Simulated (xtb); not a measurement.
xtb input:

```bash
xtb mol.xyz --gfn 2 --ohess tight --chrg 1 --uhf 0
```
mol.xyz:
```
10

Si    -0.18632761    -0.74716981    -0.07223064
N      1.15972993     0.44321174    -0.41233923
N     -1.55777860     0.06189577     0.69944354
H      0.30676406    -1.81333836     0.84925965
H     -0.61235681    -1.36965314    -1.33522312
H      1.40347004     0.85188609     0.54885698
H      0.68439989     1.19366189    -0.98666889
H     -1.18545546     0.55291456     1.59001195
H     -1.85892749     0.87136853     0.06761627
H      1.90305011     0.01909650    -0.81741990
```

Which total energy does the run end on?

-10.75619 Eh (GFN2-xTB).

It need not be the lowest isomer of its formula.
